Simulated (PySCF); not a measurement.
The isolated species `CNc1cn[n-]c1` is ionised with Mg Kα (hν = 1253.6 eV). Calculated photoelectron kinetic energies of its computed core levels, recoil neglected:

```tsv
line	kinetic energy (eV)
1	969.04
2	968.50
3	966.01
4	855.26
5	852.86
```

Method: delta-SCF UKS SCAN, pcX-2 on the ionised atom, pcseg-1 elsewhere, spin-free X2C in PySCF.

Task: Which element, shell and site does each line come from? Numbering: `[CH3:1][NH:2][c:3]1[cH:4][n:5][n-:6][cH:7]1`.

Result: Against the vacuum level, binding energy = hν − kinetic energy.

```
line  binding energy (eV)  level  atoms                          environment
   1               284.56   C 1s  C4/C7  aromatic CH next to a ring nitrogen
   2               285.10   C 1s     C3     aromatic carbon bearing nitrogen
   3               287.59   C 1s     C1                      N-methyl carbon
   4               398.34   N 1s  N5/N6           nitrogen bonded to C and N
   5               400.74   N 1s     N2                aniline-type nitrogen
```

Task: Where does line 5 move with hν = 1000.0 eV?

Result: To 1000.0 − 400.74 = 599.26 eV; every photoline shifts by the change in photon energy, -253.6 eV.

Lowest listed C 1s: C4/C7, bonded to N (aromatic in the SMILES), C (aromatic in the SMILES) and H. Highest, 3.03 eV above it: C1, bonded to N and 3 H. Summing the Pauling electronegativity differences to the bonded atoms, each weighted by its formal bond order, gives +0.39 for the lowest site and -0.56 for the highest; the largest sum, +0.49, belongs to C3, 2.49 eV below the top. The smallest sum, -0.56, belongs to C1, 3.03 eV above the lowest.

Task: Which photon energy gives electrons from C 1s of C1 a kinetic energy of 200 eV, and what is their de Broglie wavelength?

Result: hν = 287.59 + 200 = 487.59 eV, recoil neglected; λ = 12.264 Å/√(E/eV) = 0.87 Å.

Other core shells, valence and Auger electrons aren't listed. One atom of each set of topologically equivalent atoms was ionised and stands for the set; in this conformer not all members are related by symmetry, and their own values weren't computed. The species carries charge -1, so core ionisation leaves a neutral species. The basis sets have no added diffuse functions. The structure is a single GFN2-xTB conformer in the gas phase; no vibrational or solvent corrections.

Time: 54 s wall; peak memory 0.46 GiB. Hardware: an Arm Neoverse V2 with one thread, shared host.

The values belong to the conformer `[CH3:1][NH:2][c:3]1[cH:4][n:5][n-:6][cH:7]1`: C1–N2–C3–C4 56°.
